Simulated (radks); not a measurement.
Ni III, 26 electrons, occupied as [Ar] 3d8. Method: scalar-relativistic Kohn-Sham, PBE, spin-unpolarised, spherical densities, finite nucleus; Fermi nuclear charge, rms radius 3.7757 fm; computed with a radial shooting solver on a logarithmic mesh with Libxc functionals. Some entries of the table are withheld. Estimate them.

orbital,occ.,eigenvalue (Ry),<r^2> (bohr^2),<1/r> (bohr^-1)
1s,2,-605.0414,0.003935,28.09
2s,2,-73.58661,(1),6.071
2p,6,-63.50989,0.05689,5.957
3s,2,-9.60961,0.6338,1.916
3p,6,-6.69550,(2),1.768
3d,8,(3),1.228,1.385

Answer. 
(1) 2s <r^2> (bohr^2): 0.07079
(2) 3p <r^2> (bohr^2): 0.7163
(3) 3d eigenvalue (Ry): -2.08483
